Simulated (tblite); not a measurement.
Record of a relaxation.

Compound: C4H10AsBO.
SMILES with atom numbers: `[CH2:1]=[CH:2][C@@H:3]([CH3:4])[B:5]([OH:6])[AsH2:7]` (hydrogens: H8, H9 on C1; H10 on C2; H11 on C3; H12, H13, H14 on C4; H15 on O6; H16, H17 on As7)

Computed with GFN2-xTB (tblite), gas phase: L-BFGS steps from a force-field or distance-geometry start until the largest atomic force falls under 0.01 eV/Å. 4 of its 164 geometries are shown.

Step 0: E = -578.4385 eV, largest atomic force 2.778 eV/Å
```
atom  x, y, z in Å  |  force x, y, z in eV/Å
C1     -1.227    1.408    1.555   -0.171   0.532  -0.865
C2     -0.944    0.972    0.327   -0.458   0.144   1.224
C3     -0.345   -0.358    0.052    0.817  -0.217   0.520
C4     -1.250   -1.266   -0.731   -1.005  -1.590   0.148
B5      1.052   -0.096   -0.667    1.183   2.495  -0.301
O6      1.135    1.158   -1.460    0.211  -2.699   0.100
As7     2.720   -0.462    0.466   -0.948   1.536   0.536
H8     -1.056    0.818    2.447   -0.059   0.274  -0.206
H9     -1.662    2.416    1.622    0.271  -0.667   0.440
H10    -1.144    1.621   -0.507   -0.059  -0.039  -0.184
H11    -0.155   -0.854    1.034    0.076   0.245  -0.361
H12    -0.648   -1.964   -1.337   -0.363   0.142   0.156
H13    -1.852   -1.900    0.002    0.367   0.845  -1.192
H14    -1.904   -0.699   -1.399   -0.020  -0.252   0.181
H15     0.527    1.185   -2.218    0.250   0.130   0.898
H16     4.024   -0.086   -0.278   -0.473  -1.057  -0.061
H17     2.722   -1.880    1.081    0.379   0.179  -1.034
```

Step 54: E = -580.1944 eV, largest atomic force 0.082 eV/Å
```
atom  x, y, z in Å  |  force x, y, z in eV/Å
C1     -1.224    1.449    1.665   -0.036  -0.019  -0.002
C2     -1.082    0.934    0.457   -0.012  -0.010  -0.006
C3     -0.326   -0.324    0.151    0.054   0.046   0.042
C4     -1.105   -1.193   -0.844    0.016   0.005   0.065
B5      1.118    0.103   -0.425   -0.016  -0.014  -0.040
O6      1.245    0.688   -1.616    0.022   0.001   0.038
As7     2.811   -0.142    0.674    0.039   0.035  -0.061
H8     -0.809    0.961    2.533   -0.025   0.052  -0.003
H9     -1.776    2.360    1.833    0.069  -0.017   0.028
H10    -1.509    1.442   -0.401   -0.002  -0.003   0.014
H11    -0.206   -0.886    1.087   -0.001  -0.014  -0.018
H12    -0.524   -2.076   -1.103   -0.023  -0.019  -0.030
H13    -2.046   -1.514   -0.400   -0.041  -0.014  -0.068
H14    -1.324   -0.639   -1.756   -0.023  -0.050  -0.007
H15     0.453    0.842   -2.138    0.043  -0.002   0.018
H16     3.682   -0.364   -0.529   -0.034   0.009   0.033
H17     2.615   -1.630    0.800   -0.027   0.012  -0.003
```

Step 109: E = -580.2177 eV, largest atomic force 0.100 eV/Å
```
atom  x, y, z in Å  |  force x, y, z in eV/Å
C1     -0.870    1.402    1.664    0.013   0.062   0.077
C2     -1.099    0.799    0.511    0.046   0.003  -0.078
C3     -0.398   -0.448    0.059   -0.007   0.004  -0.006
C4     -1.212   -1.183   -1.008    0.012   0.002  -0.054
B5      1.034    0.096   -0.440    0.051  -0.017  -0.041
O6      1.210    0.616   -1.654   -0.025  -0.001  -0.025
As7     2.633    0.222    0.805   -0.020   0.067   0.013
H8     -0.195    0.981    2.395    0.006   0.000   0.010
H9     -1.346    2.331    1.923   -0.032  -0.001   0.058
H10    -1.772    1.248   -0.210    0.003  -0.006   0.010
H11    -0.257   -1.109    0.922   -0.057  -0.012   0.006
H12    -0.671   -2.057   -1.366   -0.011  -0.033   0.026
H13    -2.168   -1.509   -0.601   -0.001  -0.018  -0.026
H14    -1.414   -0.540   -1.867   -0.013  -0.007   0.048
H15     0.463    0.627   -2.259    0.030  -0.008  -0.014
H16     3.587   -0.292   -0.225    0.018   0.000  -0.012
H17     2.470   -1.173    1.341   -0.015  -0.037   0.007
```

Step 163: E = -580.2455 eV, largest atomic force 0.008 eV/Å
```
atom  x, y, z in Å  |  force x, y, z in eV/Å
C1     -0.814    1.227    1.814    0.000  -0.001   0.004
C2     -1.027    0.802    0.580    0.002  -0.001   0.003
C3     -0.409   -0.430   -0.013    0.006   0.003   0.000
C4     -1.316   -1.036   -1.091   -0.001   0.001   0.003
B5      1.049    0.012   -0.546   -0.001  -0.001  -0.002
O6      1.344    0.093   -1.841   -0.008   0.001   0.000
As7     2.496    0.635    0.739   -0.002   0.000   0.000
H8     -0.200    0.668    2.505    0.002  -0.003  -0.002
H9     -1.255    2.134    2.191   -0.002  -0.002  -0.004
H10    -1.649    1.381   -0.093    0.003  -0.001  -0.001
H11    -0.280   -1.167    0.789   -0.001   0.005   0.001
H12    -0.857   -1.921   -1.530    0.004   0.001   0.002
H13    -2.274   -1.329   -0.666    0.000  -0.003   0.002
H14    -1.513   -0.314   -1.885    0.000   0.001  -0.003
H15     0.670   -0.150   -2.482    0.005   0.001  -0.003
H16     3.602    0.019   -0.063   -0.001  -0.005  -0.003
H17     2.427   -0.611    1.581   -0.004   0.003   0.004
```

Q: Summarise the path.

A: The energy falls by 174.34 kJ/mol from step 0 to step 163; nine tenths of that is first reached at step 15. It rises by more than 0.2 meV at step 108. The largest force goes from 2.778 to 0.008 eV/Å. Among the bonds B5–O6 changes most, from 1.485 to 1.332 Å; the atoms move by 0.798 Å rms after alignment.

Q: Follow the three bonds and two angles with the largest change from start to end.

A: 
| step | E above end (kJ/mol) | largest force (eV/Å) | B5–O6 (Å) | C4–H13 (Å) | As7–H16 (Å) | H16–As7–H17 (°) | B5–As7–H17 (°) |
| --- | --- | --- | --- | --- | --- | --- | --- |
| 0 | 174.34 | 2.778 | 1.485 | 1.141 | 1.548 | 114.4 | 112.6 |
| 7 | 26.62 | 0.554 | 1.329 | 1.088 | 1.497 | 88.5 | 101.4 |
| 14 | 18.24 | 0.321 | 1.328 | 1.088 | 1.504 | 89.5 | 93.1 |
| 21 | 12.61 | 0.287 | 1.332 | 1.091 | 1.502 | 91.6 | 90.9 |
| 28 | 8.64 | 0.212 | 1.333 | 1.089 | 1.493 | 88.8 | 92.4 |
| 35 | 6.57 | 0.068 | 1.332 | 1.087 | 1.498 | 90.1 | 92.1 |
| 43 | 5.89 | 0.076 | 1.332 | 1.088 | 1.501 | 90.1 | 92.0 |
| 50 | 5.30 | 0.070 | 1.332 | 1.089 | 1.496 | 89.3 | 92.5 |
| 57 | 4.63 | 0.056 | 1.332 | 1.090 | 1.497 | 90.1 | 92.8 |
| 64 | 4.43 | 0.029 | 1.332 | 1.088 | 1.500 | 90.0 | 92.9 |
| 71 | 4.38 | 0.017 | 1.332 | 1.089 | 1.498 | 89.8 | 93.0 |
| 78 | 4.31 | 0.026 | 1.333 | 1.089 | 1.497 | 89.8 | 93.3 |
| 85 | 4.23 | 0.030 | 1.333 | 1.089 | 1.499 | 90.0 | 93.5 |
| 92 | 4.04 | 0.052 | 1.332 | 1.088 | 1.498 | 89.8 | 93.6 |
| 99 | 3.79 | 0.053 | 1.333 | 1.089 | 1.497 | 89.7 | 93.5 |
| 106 | 3.11 | 0.152 | 1.334 | 1.089 | 1.498 | 89.9 | 94.3 |
| 113 | 2.23 | 0.074 | 1.332 | 1.089 | 1.497 | 89.7 | 93.9 |
| 120 | 2.06 | 0.029 | 1.332 | 1.088 | 1.497 | 89.7 | 93.8 |
| 128 | 1.76 | 0.063 | 1.333 | 1.090 | 1.499 | 89.8 | 93.6 |
| 135 | 0.86 | 0.097 | 1.331 | 1.088 | 1.498 | 89.5 | 93.0 |
| 142 | 0.45 | 0.039 | 1.332 | 1.089 | 1.498 | 89.7 | 93.1 |
| 149 | 0.22 | 0.041 | 1.331 | 1.089 | 1.496 | 89.6 | 93.2 |
| 156 | 0.06 | 0.037 | 1.332 | 1.088 | 1.498 | 89.9 | 93.4 |
| 163 | 0.00 | 0.008 | 1.332 | 1.089 | 1.498 | 89.6 | 93.9 |

What follows is the cost of the whole relaxation. On an Intel Xeon Platinum 8488C with one thread, no GPU, shared host with 96 logical CPUs at a one-minute load of 30, this took 1.0 s.
